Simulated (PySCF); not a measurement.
## Radial density of Cd²⁺ (cadmium, charge +2)

PW91, [Kr] 4d10, closed-shell 1S. Calculation: PySCF 2.14, in aug-cc-pVTZ-PP with ECP28MDF; scalar relativity through the core potential. This is the valence pseudo-density: the core potential removes the inner electrons and smooths the orbitals near the nucleus.

| r (bohr) | 4πr²ρ (e/bohr) |
| --- | --- |
| 0.0168 | 1.777e-05 |
| 0.0282 | 4.536e-05 |
| 0.0475 | 0.0001104 |
| 0.0799 | 0.0004282 |
| 0.134 | 0.004192 |
| 0.226 | 0.06225 |
| 0.380 | 1.316 |
| 0.639 | 13.79 |
| 1.08 | 16.86 |
| 1.81 | 3.576 |
| 3.04 | 0.2145 |
| 5.12 | 0.001495 |

Energies and moments cover only the electrons outside the core potential.
